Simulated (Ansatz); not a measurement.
```yaml
crystal:
  periodic: [false, false, false]
  atoms:
    - {symbol: C, position_ang: [2.142336, 1.497872, -0.979896]}
    - {symbol: C, position_ang: [1.735806, 0.583576, 0.067987]}
    - {symbol: P, position_ang: [0.027453, 0.070275, 0.090888]}
    - {symbol: Al, position_ang: [-0.586634, -1.143187, -2.158929]}
    - {symbol: C, position_ang: [-0.940131, 1.495731, 0.362550]}
    - {symbol: C, position_ang: [-2.490841, 1.267526, 0.218051]}
    - {symbol: C, position_ang: [-0.311973, -1.111018, 1.426848]}
    - {symbol: C, position_ang: [0.439284, -2.466169, 1.224940]}
    - {symbol: H, position_ang: [3.262857, 1.659920, -0.850256]}
    - {symbol: H, position_ang: [2.075263, 0.867535, -1.973913]}
    - {symbol: H, position_ang: [1.576996, 2.384105, -1.019817]}
    - {symbol: H, position_ang: [2.299532, -0.227597, 0.236012]}
    - {symbol: H, position_ang: [1.911335, 1.187661, 1.126829]}
    - {symbol: H, position_ang: [1.007701, -1.750531, -2.361620]}
    - {symbol: H, position_ang: [-0.700029, 0.166000, -3.050923]}
    - {symbol: H, position_ang: [-1.716218, -1.996289, -1.888589]}
    - {symbol: H, position_ang: [-0.803728, 2.231691, -0.255247]}
    - {symbol: H, position_ang: [-0.745427, 1.921554, 1.269062]}
    - {symbol: H, position_ang: [-2.752575, 0.986571, -0.614993]}
    - {symbol: H, position_ang: [-3.093305, 2.060654, 0.240872]}
    - {symbol: H, position_ang: [-2.777880, 0.470174, 0.901751]}
    - {symbol: H, position_ang: [0.158648, -0.544483, 2.302682]}
    - {symbol: H, position_ang: [-1.368866, -1.305963, 1.409147]}
    - {symbol: H, position_ang: [0.168815, -3.277960, 2.192119]}
    - {symbol: H, position_ang: [1.445640, -2.308314, 1.184396]}
    - {symbol: H, position_ang: [0.079865, -2.982837, 0.424889]}
basis:
  gaussian: {orbitals: pcseg-2}
magnetization: {spin_polarized: true, initial_magnetization: 1}
hamiltonian: {xc: {name: wB97X}}
output: {forces: true}
```

```sh
$ ansatz run in.yaml --threads 4 --pin off --events-out ev --progress --plain --max-ram 46080MiB --backend cuda --devices 0, --max-vram 37GiB
```

It prints (some lines left out):

```
Error: a molecule whose nuclei and cores have a total charge of 82 cannot have a net charge of 0 together with 1 unpaired electrons
```

Task: What is wrong with this run?

Result: The number of unpaired electrons doesn't fit the electron count. The program refused the input.
